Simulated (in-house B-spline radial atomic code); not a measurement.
How G0W0 and RPA depend on the start: Zr V (Zr4+)

Configuration [Ar] 3d10 4s2 4p6. Computed with a B-spline radial code for spherical atoms: all electrons, scalar-relativistic (spin-free one-electron X2C), finite nucleus, each spin shell either full or empty, empty states to l = 9 with an (l + 1/2)⁻⁴ tail; G0W0 by contour deformation at full frequency.

```tsv
start	mean-field 4p (eV)	G0W0 (eV)	QP weight	RPA correlation (Eh)
Hartree-Fock	-80.62	-81.40	0.970	-2.5194
LDA VWN5	-72.92	-81.02	0.947	-2.7416
PBE	-72.78	-81.00	0.947	-2.7378
PBE0	-75.09	-81.11	0.955	-2.677
r2SCAN	-73.52	-81.07	0.952	-2.6991
HSE06	-74.62	-81.12	0.954	-2.6819
B3LYP (VWN-RPA)	-74.60	-81.11	0.954	-2.6901
SCAN	-73.57	?	?	?
TPSS	-73.05	-81.05	0.949	-2.7254
BHandHLYP	-77.16	-81.23	0.961	-2.6216
CAM-B3LYP	-76.53	-81.20	0.959	-2.6649
LC-wPBE	-78.00	-81.24	0.963	-2.6654
PBEsol	-72.76	-81.01	0.947	-2.7392
BLYP	-72.57	-81.01	0.947	-2.739
r2SCAN0	-75.57	?	?	?
LDA exchange-only	-71.19	-81.09	0.945	-2.7409
```

**Question.** What G0W0 level, weight and RPA correlation energy follow from the SCAN start?

**Answer.** G0W0 level -81.03 eV, weight 0.952, RPA correlation -2.6974 hartree.

**Question.** What G0W0 level, weight and RPA correlation energy follow from the r2SCAN0 start?

**Answer.** G0W0 level -81.15 eV, weight 0.958, RPA correlation -2.6514 hartree.

**Question.** How much of the dependence on the start does G0W0 remove?

**Answer.** The mean-field levels span 9.42 eV and the G0W0 levels 0.4 eV. Against 80.348 ± 0.007 eV (NIST, semi-empirical) the G0W0 removal energies are off by +0.66 to +1.05 eV, with spin-orbit coupling, Breit and QED terms left out.
